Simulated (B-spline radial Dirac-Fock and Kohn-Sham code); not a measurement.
Subshell photoionisation cross sections of Pr against photon energy

System: neutral praseodymium, [Xe] 4f3 6s2.

The computed values come from a radial atomic solver: a relativistic central-field model (Hartree-Slater potential of the initial state, Latter tail, multipole expansion of the photon field, Dirac-Fock thresholds). Values are in kb; a dash marks an energy below the computed threshold.

```
hν (eV)    2p1/2     3d3/2     3d5/2     4f7/2     5p1/2
   35.8        –         –         –      1790      2780
   51.7        –         –         –      2060       705
   58.2        –         –         –      2050       459
    123        –         –         –      1240      66.6
    136        –         –         –      1100      57.8
    145        –         –         –      1010      53.3
    190        –         –         –       667      39.9
    228        –         –         –       476      33.6
    283        –         –         –       301      27.4
    311        –         –         –       242      24.9
    499        –         –         –      69.3      14.9
    524        –         –         –      60.1      14.1
   3890        –      18.8      26.3    0.0456     0.501
   4610        –      10.9      15.1    0.0223     0.348
   9210     14.5      1.00      1.35   0.00104    0.0687
  10100     11.3     0.716     0.965  0.000678    0.0544
  22200     1.13    0.0361    0.0466  1.60e-05   0.00645
  32500    0.349   0.00790   0.00997  2.44e-06   0.00212
  49300   0.0931   0.00146   0.00178  3.02e-07  0.000596
  79100   0.0202  0.000211  0.000248  2.86e-08  0.000135
  82300   0.0178  0.000180  0.000210  2.35e-08  0.000119
 107000  0.00758  6.20e-05  7.08e-05  6.56e-09  5.19e-05
 114000  0.00617  4.80e-05  5.46e-05  4.83e-09  4.24e-05
```

At 114000 eV the multipoles beyond E1 give 39.6 % of 2p1/2, 58.9 % of 3d3/2, 60.3 % of 3d5/2, 74.9 % of 4f7/2, 39.1 % of 5p1/2.

Run: 11 s of CPU time on 1 thread of Neoverse-N1 (shared host), peak memory 0.46 GiB.
